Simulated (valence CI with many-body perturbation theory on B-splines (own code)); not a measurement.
Results of a calculation; reference values are marked as such.
Energy levels of Mn¹¹⁺

Method: configuration interaction combined with many-body perturbation theory (CI+MBPT): four valence electrons over a frozen Dirac-Fock core [Ne], a basis of 11 s, 11 p, 10 d, 8 f, 5 g, 2 h functions for each j, with the one-electron correlation potential Σ1 (screened to all orders), the two-electron term Σ2, the three-electron term Σ3, Breit, model QED; selected single and double excitations, second order for the rest, scaled by the run's own slope (own B-spline code, finite nucleus).

No measured levels were compared; by estimate levels of excited configurations hold to 0.05 to 0.15 % of their energy, terms of the ground configuration to about 0.5 %. Among the levels kept, up to 560 cm⁻¹ of a level comes from second order outside the variational space, and about a tenth of that is noise between levels of different J, which matters for small intervals.

Levels 46 to 90 of 171, with energies above the lowest level, 3s2 3p2 3P_0. "Leading %" is the weight of the configuration and term that name the level; weights of strongly mixed levels are sums over their largest components and can fall short. In the jj column 3d3/2^4 stands for four electrons in 3d with j = 3/2.

| No. | Configuration | Term | J | E (cm⁻¹) | Leading % | Second component | g | Leading jj |
| --- | --- | --- | --- | --- | --- | --- | --- | --- |
| 46 | 3s 3p2 3d | 5P | 3 | 651370 | 97 |  | 1.662 | 3s 3p1/2 3p3/2 3d5/2 (51 %) |
| 47 | 3s 3p2 3d | 5P | 2 | 654320 | 97 |  | 1.828 | 3s 3p1/2 3p3/2 3d3/2 (30 %) |
| 48 | 3s 3p2 3d | 5P | 1 | 656090 | 98 |  | 2.493 | 3s 3p3/2^2 3d3/2 (45 %) |
| 49 | 3s 3p2 3d | 3P | 2 | 668430 | 69 | 23 % 3p4 3P | 1.497 | 3s 3p1/2 3p3/2 3d5/2 (43 %) |
| 50 | 3s 3p2 3d | 3P | 1 | 675910 | 68 | 24 % 3p4 3P | 1.489 | 3s 3p3/2^2 3d5/2 (26 %) |
| 51 | 3s 3p2 3d | 3P | 0 | 680790 | 67 | 24 % 3p4 3P |  | 3s 3p3/2^2 3d5/2 (33 %) |
| 52 | 3s 3p2 3d | 3G | 3 | 695450 | 96 |  | 0.755 | 3s 3p1/2 3p3/2 3d3/2 (67 %) |
| 53 | 3s 3p2 3d | 3G | 4 | 696810 | 97 |  | 1.051 | 3s 3p1/2 3p3/2 3d5/2 (34 %) |
| 54 | 3s 3p2 3d | 3G | 5 | 698480 | 98 |  | 1.201 | 3s 3p1/2 3p3/2 3d5/2 (59 %) |
| 55 | 3s 3p2 3d | 3D | 1 | 705270 | 96 |  | 0.518 | 3s 3p1/2 3p3/2 3d5/2 (24 %) |
| 56 | 3s 3p2 3d | 3D | 2 | 705760 | 94 |  | 1.166 | 3s 3p1/2 3p3/2 3d5/2 (27 %) |
| 57 | 3s 3p2 3d | 3D | 3 | 706420 | 90 | 5 % 3s 3p2 3d 1F | 1.308 | 3s 3p1/2 3p3/2 3d5/2 (56 %) |
| 58 | 3s 3p2 3d | 1G | 4 | 712130 | 80 | 14 % 3s2 3d2 1G | 1.009 | 3s 3p1/2 3p3/2 3d5/2 (47 %) |
| 59 | 3s 3p2 3d | 1F | 3 | 715970 | 85 | 7 % 3s 3p2 3d 3D | 1.027 | 3s 3p1/2 3p3/2 3d3/2 (32 %) |
| 60 | 3s 3p2 3d | 3F | 2 | 728290 | 82 | 8 % 3s 3p2 3d 3D | 0.722 | 3s 3p1/2 3p3/2 3d3/2 (28 %) |
| 61 | 3s 3p2 3d | 3F | 3 | 732900 | 78 | 10 % 3s 3p2 3d 3D | 1.119 | 3s 3p1/2 3p3/2 3d5/2 (46 %) |
| 62 | 3s 3p2 3d | 3D | 1 | 735730 | 93 |  | 0.529 | 3s 3p1/2 3p3/2 3d5/2 (53 %) |
| 63 | 3s 3p2 3d | 3D | 2 | 737930 | 86 | 5 % 3s 3p2 3d 3F | 1.123 | 3s 3p1/2 3p3/2 3d5/2 (31 %) |
| 64 | 3s 3p2 3d | 3F | 4 | 739650 | 87 | 7 % 3s2 3d2 3F | 1.240 | 3s 3p3/2^2 3d3/2 (37 %) |
| 65 | 3s 3p2 3d | 1P | 1 | 739670 | 84 | 9 % 3s 3p2 3d 3D | 0.954 | 3s 3p1/2 3p3/2 3d3/2 (38 %) |
| 66 | 3s 3p2 3d | 3D | 3 | 742410 | 83 | 12 % 3s 3p2 3d 3F | 1.293 | 3s 3p3/2^2 3d5/2 (58 %) |
| 67 | 3s 3p2 3d | 3P | 0 | 742940 | 79 | 15 % 3s2 3d2 3P |  | 3s 3p1/2 3p3/2 3d5/2 (42 %) |
| 68 | 3s 3p2 3d | 3P | 1 | 744670 | 76 | 15 % 3s2 3d2 3P | 1.497 | 3s 3p1/2 3p3/2 3d5/2 (42 %) |
| 69 | 3s 3p2 3d | 3P | 2 | 747860 | 73 | 15 % 3s2 3d2 3P | 1.490 | 3s 3p3/2^2 3d5/2 (39 %) |
| 70 | 3s 3p2 3d | 3S | 1 | 758750 | 89 | 6 % 3s 3p2 3d 3D | 1.893 | 3s 3p1/2 3p3/2 3d5/2 (31 %) |
| 71 | 3s 3p2 3d | 3D | 1 | 761180 | 84 | 7 % 3s 3p2 3d 1P | 0.622 | 3s 3p1/2 3p3/2 3d3/2 (26 %) |
| 72 | 3s 3p2 3d | 3D | 2 | 762680 | 90 |  | 1.151 | 3s 3p3/2^2 3d3/2 (32 %) |
| 73 | 3s 3p2 3d | 3D | 3 | 768480 | 68 | 22 % 3s 3p2 3d 3F | 1.261 | 3s 3p3/2^2 3d5/2 (34 %) |
| 74 | 3s 3p2 3d | 3F | 2 | 770760 | 84 | 6 % 3s2 3d2 3F | 0.695 | 3s 3p1/2 3p3/2 3d3/2 (47 %) |
| 75 | 3s 3p2 3d | 3F | 3 | 773980 | 63 | 30 % 3s 3p2 3d 3D | 1.163 | 3s 3p3/2^2 3d5/2 (34 %) |
| 76 | 3s 3p2 3d | 3F | 4 | 775850 | 92 | 4 % 3s2 3d2 3F | 1.249 | 3s 3p1/2 3p3/2 3d5/2 (47 %) |
| 77 | 3s 3p2 3d | 1D | 2 | 781310 | 55 | 22 % 3s2 3d2 1D | 1.005 | 3s 3p3/2^2 3d5/2 (25 %) |
| 78 | 3s 3p2 3d | 3D | 3 | 801230 | 92 |  | 1.322 | 3s 3p3/2^2 3d5/2 (43 %) |
| 79 | 3s 3p2 3d | 3D | 2 | 804540 | 92 |  | 1.149 | 3s 3p3/2^2 3d3/2 (45 %) |
| 80 | 3s 3p2 3d | 3D | 1 | 806930 | 97 |  | 0.500 | 3s 3p3/2^2 3d3/2 (61 %) |
| 81 | 3s 3p2 3d | 1D | 2 | 807190 | 72 | 14 % 3p4 1D | 1.013 | 3s 3p3/2^2 3d5/2 (41 %) |
| 82 | 3s 3p2 3d | 1S | 0 | 818320 | 48 | 26 % 3p4 1S |  | 3s 3p1/2 3p3/2 3d3/2 (26 %) |
| 83 | 3s 3p2 3d | 1P | 1 | 829250 | 75 | 18 % 3s 3p2 3d 3P | 1.113 | 3s 3p1/2 3p3/2 3d3/2 (53 %) |
| 84 | 3s 3p2 3d | 3P | 2 | 834590 | 82 | 9 % 3p4 3P | 1.486 | 3s 3p1/2 3p3/2 3d5/2 (38 %) |
| 85 | 3s 3p2 3d | 3P | 1 | 840500 | 65 | 23 % 3s 3p2 3d 1P | 1.382 | 3s 3p3/2^2 3d5/2 (38 %) |
| 86 | 3s 3p2 3d | 3P | 0 | 841250 | 77 | 10 % 3p4 3P |  | 3s 3p3/2^2 3d3/2 (54 %) |
| 87 | 3s 3p2 3d | 1F | 3 | 861180 | 95 |  | 1.001 | 3s 3p1/2 3p3/2 3d5/2 (40 %) |
| 88 | 3s2 3d2 | 3F | 2 | 884930 | 66 | 15 % 3s 3p2 3d 1D | 0.721 | 3s^2 3d3/2^2 (42 %) |
| 89 | 3s2 3d2 | 3F | 3 | 886450 | 78 | 16 % 3s 3p2 3d 3F | 1.083 | 3s^2 3d3/2 3d5/2 (78 %) |
| 90 | 3s2 3d2 | 3F | 4 | 887300 | 79 | 16 % 3s 3p2 3d 3F | 1.250 | 3s^2 3d5/2^2 (62 %) |

Names give the largest LS component (configuration and term), which can be under half, so a name can repeat, a term be missing and a line seem to break the LS rules; names also repeat where a configuration has a term twice.

Where two levels of one J and parity lie close, their mixing, g and order are uncertain.
